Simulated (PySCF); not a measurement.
# Computed structure and properties of [Hf(OH)3]+

System: [Hf(OH)3]+ (singlet); start: template (C3v). Method: PySCF 2.14.0, RKS PBE0, Hf def2-SVP with ECP60, O def2-SVP, H def2-SVP; non-relativistic Hamiltonian with scalar-relativistic core potentials where named; density fitting; no spin-orbit coupling.

Input of the relaxation:

```python
mol = gto.M(atom='''
Hf     0.00000    -0.00000    -0.00458
O      1.91841    -0.00001    -0.00458
H      2.81840    -0.00001     0.34542
O     -0.95920     1.66140    -0.00458
H     -1.40919     2.44081     0.34542
O     -0.95921    -1.66139    -0.00458
H     -1.40921    -2.44080     0.34542''',
    basis={'Hf': 'def2-SVP', 'O': 'def2-SVP', 'H': 'def2-SVP'},
    ecp={'Hf': 'def2-SVP'},
    charge=1, spin=0)
mf = dft.RKS(mol, xc='PBE0')
mf.grids.atom_grid = (50, 194)
mf = mf.density_fit()  # fitting sets: Hf def2-universal-JKFIT, O def2-universal-JKFIT, H def2-universal-JKFIT
mf.conv_tol = 1e-08; mf.max_cycle = 55
mf.kernel(dm0)  # dm0: converged density of the start geometry
# quasi-Newton relaxation in Cartesian coordinates to a largest gradient under 0.00045 Eh/bohr, steps kept in the point group
```

Run from Python with OMP_NUM_THREADS=2; the lines above give its settings. Where DIIS fails, smearing, a level shift and second-order steps follow.
It took 24 s on 2 threads of Arm Neoverse V2, with other jobs on the host, from the converged density of the start.

Course of the relaxation:

```
step  energy above end (eV)  largest force component within the symmetry (eV/Å)
   0                 0.3774                                               0.964
   1                 0.1909                                               0.738
   2                 0.0481                                               0.364
   3                 0.0369                                               0.586
   4                 0.0210                                               0.080
   5                 0.0159                                               0.079
   6                 0.0042                                               0.296
   7                 0.0011                                               0.109
   8                 0.0001                                               0.034
   9                 0.0000                                               0.012
  10                 0.0000                                               0.003
```

Relaxed geometry (C3v):

```xyz
7

Hf    0.0000    0.0000   -0.5692
O     1.7815    0.0000    0.0148
H     2.6044    0.0000    0.5142
O    -0.8908    1.5429    0.0148
H    -1.3022    2.2554    0.5142
O    -0.8908   -1.5429    0.0148
H    -1.3022   -2.2554    0.5142
```

```csv
contact,Å
Hf1–O2 (OH),1.875
Hf1–O4 (OH),1.875
Hf1–O6 (OH),1.875
```

On the finer grid (75, 302):

The HOMO is -14.17 eV. The LUMO is -7.64 eV and the dipole about the centre of mass is 0.67 D. The set of Mulliken populations of Hf1 outside the core potential is s 2.24, p 6.22, d 1.91, f 0.19. The D3(BJ) dispersion energy (not in the energies) is -0.086 eV.

| atom | Mulliken (e) | Löwdin (e) | spin (e) |
| --- | --- | --- | --- |
| Hf1 | 1.43 | 0.77 | 0.00 |
| O2 | -0.39 | -0.07 | 0.00 |
| H3 | 0.25 | 0.14 | 0.00 |
| O4 | -0.39 | -0.07 | 0.00 |
| H5 | 0.25 | 0.14 | 0.00 |
| O6 | -0.39 | -0.07 | 0.00 |
| H7 | 0.25 | 0.14 | 0.00 |

On the grid (50, 194), as all that follows. Harmonic modes: a minimum; lowest 121 cm⁻¹ (negative: unstable), highest 3948 cm⁻¹, zero-point energy 1.081 eV.

Taking off one OH (charge -1, singlet; the rest: singlet) in vacuum, both parts rigid, costs 19.09 eV; the small basis without counterpoise inflates it. Most of it is the attraction of opposite charges; other ways to part are cheaper, and one spin state was tried for the rest.

Rigid scan of OH along the line from its metal:

distance to O2 (Å), energy (eV) and a bar:
```
     1.57      2.553 ############
     1.67      0.958 ####
     1.77      0.204 #
     1.87      0.000 
     1.97      0.150 #
     2.07      0.518 ##
     2.27      1.579 #######
     2.57      3.326 ###############
     2.97      5.199 ########################
     3.47      6.552 ##############################
```

One start shape was tried, so this needn't be the lowest isomer.
